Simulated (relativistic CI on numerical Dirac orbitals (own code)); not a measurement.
Rh⁸⁺: what numerical and physical settings do to a radial Dirac CI calculation

Reference input:

```
atom Rh  Z=45  charge=8  electrons=37
nucleus A=103  rms_radius_fm=4.4945
hamiltonian dirac-coulomb  breit=on  qed=on  c_scale=1
orbitals kli  potential=per-configuration
slater_scale 1
correlation none
mixing on
grid step=0.0125 r_max=16.6
scf mixing=0.4 start=green max_iterations=150 tolerance=2e-08 node_fill=0.05
configurations
  [Kr] 4d
  [Kr] 4f
end
```

Computed lowest total energy -4761.03249 Ha, first excitation 5303.2 cm⁻¹, 22 SCF steps. Runs with settings changed; * marks those that are bad on purpose:

```
                                                           Changed        Outcome  Lowest level    ΔE (Ha)  First excitation (cm⁻¹)  SCF steps                                                                            Message
     Breit term off, nuclear radius 4.0451 fm, SCF tolerance 1e-05      converged      4d ²D3/2      -3.09                   5521.7         17                                                                                   
                                                    Breit term off      converged      4d ²D3/2      -3.08                   5521.7         22                                                                                   
Slater scale 1.2, node fill of the KLI weights 0.5, SCF mixing 0.2      converged      4d ²D3/2     0.0301                   5408.4         25                                                                                   
                 end of the grid at 11.62 bohr, iteration limit 20      converged      4d ²D3/2   2.73e-12                   5303.2         21                                                                                   
                                     end of the grid at 0.5 bohr *  not converged                                                            1  SCF of 1s2 2s2 2p6 3s2 3p6 3d10 4s2 4p6 4d stopped: an orbital could not be found
                                             SCF tolerance 1e-14 *      converged      4d ²D3/2  -1.06e-09                   5303.2         63
```
